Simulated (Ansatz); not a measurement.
Ideal-gas functions of CH5NSSi (`NC1[SiH2]S1`) at 800 K and 1 bar, from an Ansatz frequency run at PBE0-D4/def2-TZVP.

Molar mass 91.21 g/mol, point group C1 (symmetry number 1), electronic degeneracy 1, moments of inertia 82.545, 117.592, 179.454 u Å². Harmonic wavenumbers (cm⁻¹, unscaled): 237, 269, 372, 430, 538, 582, 599, 696, 749, 766, 959, 963, 1163, 1236, 1381, 1670, 2234, 2249, 3169, 3543, 3634.

Use S(trans) = R[1.5 ln M + 2.5 ln T − 1.1517]; rotational temperatures θ = 24.2544 K / I; S(rot) = R[ln(√π/σ · √(T³/θAθBθC)) + 1.5]; for each mode x = 1.438777 ν̃/T, S = R[x/(eˣ − 1) − ln(1 − e⁻ˣ)] and H = RT x/(eˣ − 1); 1 cm⁻¹ = 0.0119627 kJ/mol; R = 8.31446 J/(mol·K).

Problem. By hand: the entropy, in J/(mol·K).

Solution. Translation 185.7. Rotation: θ = 0.2938, 0.2063, 0.1352 K, giving 120.6. Vibration, mode by mode: 15.47, 14.43, 11.81, 10.66, 8.91, 8.30, 8.09, 6.97, 6.44, 6.28, 4.74, 4.71, 3.55, 3.20, 2.60, 1.73, 0.76, 0.75, 0.19, 0.10, 0.09, in all 119.8. Electronic 0.0. Sum 426.1 J/(mol·K).

Problem. By hand: H − E and G − E in kJ/mol, counted from the electronic energy.

Solution. Zero-point energy ½ × 27439 × 0.0119627 = 164.1; thermal vibration 53.1; translation, rotation and pV give 4 RT = 26.6. H − E = 243.8 kJ/mol, and G − E = 243.8 − 800 × 426.1/1000 = -97.1 kJ/mol.

Vibration gives 28 % of the entropy. The sum counts one conformer and one mirror image; others add a mixing term.
